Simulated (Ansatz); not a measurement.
`[NH2][W](=[O])(=[O])[OH]` + `N[Si](N)(F)F` → `[O]=[W](=[O])([OH])[F]` + `N[Si](N)(N)F`  (redistribution)

Program: Ansatz. Geometries: PBE0-D4/def2-TZVP. ΔE: electronic, gas phase. CBS: MP2 limit from def2 TZ/QZ plus the TZ coupled-cluster correction, frozen cores. Functionals use def2-TZVPP. B3LYP here is the variant with VWN-RPA as its local correlation; programs differ in this. HSE06 is defined as in plane-wave codes. Elements past krypton have def2 core potentials. For W outer-core shells are correlated without core-valence functions, which leaves a few kJ/mol of doubt a bond. Each species was taken in one conformer, which may not be the lowest.

| level | ΔE (kcal/mol) | difference from CCSD(T)/CBS |
| --- | --- | --- |
| r2SCAN0-D4 | 11.7 | -1.4 |
| HSE06-D4 | 10.9 | -2.2 |
| ωB97M-V | 10.8 | -2.3 |
| B3LYP | 11.1 | -2.0 |
| HSE06 | 10.9 | -2.2 |
| BHLYP | 12.4 | -0.7 |
| CCSD(T)/def2-SVP | 11.5 | -1.6 |
| HF/def2-TZVPP | 13.5 | 0.4 |
| MP2/def2-TZVPP | 12.9 | -0.2 |
| CCSD/def2-TZVPP | 13.5 | 0.4 |
| HF/def2-QZVPP | 13.4 | 0.3 |
| MP2/def2-QZVPP | 12.9 | -0.2 |
| SCS-MP2/def2-QZVPP | 12.6 | -0.5 |
| HF/CBS(def2) | 13.4 | 0.3 |
| MP2/CBS(def2) | 12.8 | -0.3 |
| CCSD/CBS(def2) | 13.4 | 0.3 |
| CCSD(T)/CBS | 13.1 | 0 |

Largest T1 diagnostic among the species: 0.023, so the coupled-cluster value is less sure than usual.

From r2SCAN to r2SCAN0 (25 % exact exchange), in def2-TZVPP and without D4, ΔE moves by +1.2 kcal/mol. Leaving LDA and LC-ωPBE aside and taking each functional with its dispersion term where it has one, the values, not all of them listed here, spread over 3.8 kcal/mol, from revPBE-D4 to BHLYP-D4. LDA lies +1.1 kcal/mol from PBE without D4.
